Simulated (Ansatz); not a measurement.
Clusters of 4 atoms, IV-VI: B3LYP-D4/6-31G single points in Ansatz on relaxed structures, gas phase. Each cluster is the lowest isomer that a short search found in that spin, judged at the geometry's level, and lower ones may exist. HOMO and LUMO are taken over both spins. Singlets are spin-restricted. Levels of anions in sets without diffuse functions are rough. The structures are stationary points that may keep the symmetry of their start. Remarks come from the PBE and PBE0 runs and from stability tests at other levels; not every state was tested. A HOMO above zero means that the electron is unbound at that level and held by the basis, or that self-interaction error raises the level; the energy of removing that electron tells which.

Question: Estimate the order by LUMO (eV), lowest first.
A. Si2Se2⁺ (doublet)
B. Si2S2 (singlet)
C. Si2S2⁻ (doublet)
D. GeS3⁻ (doublet)
E. SiS3⁻ (doublet)
F. Ge2O2⁺ (doublet)
G. Ge2O2 (singlet)

Answer: F (-10.46), A (-9.92), B (-3.49), G (-2.94), E (-0.59), D (-0.24), C (1.93).

In full:

```csv
species,atoms,state,geometry,HOMO (eV),LUMO (eV),gap (eV),lowest of the spins relaxed,point group (within 0.1 Å),remarks
Si2S2,4,singlet,PBE0-D4/def2-TZVP,-6.54,-3.49,3.05,"singlet, of singlet/triplet/quintet",C2v,–
Si2Se2⁺,4,doublet,PBE-D4/def2-SVP,-11.70,-9.92,1.78,–,–,–
Si2S2⁻,4,doublet,PBE0-D4/def2-TZVPD,-0.08,1.93,2.01,"doublet, of doublet/quartet",D2h,"HOMO above zero at PBE or PBE0, HOMO above zero (quartet)"
SiS3⁻,4,doublet,PBE-D4/def2-TZVPD,-2.33,-0.59,1.74,"doublet, of doublet/quartet",D3h,–
Ge2O2,4,singlet,PBE-D4/def2-SVP,-6.87,-2.94,3.93,"singlet, of singlet/triplet/quintet",D2h,–
Ge2O2⁺,4,doublet,PBE-D4/def2-SVP,-13.43,-10.46,2.97,–,D2h,–
GeS3⁻,4,doublet,PBE0-D4/def2-SVPD,-2.29,-0.24,2.05,–,C2v,–
```

The gap (eV) runs from 1.74 (SiS3⁻) to 3.93 (Ge2O2).
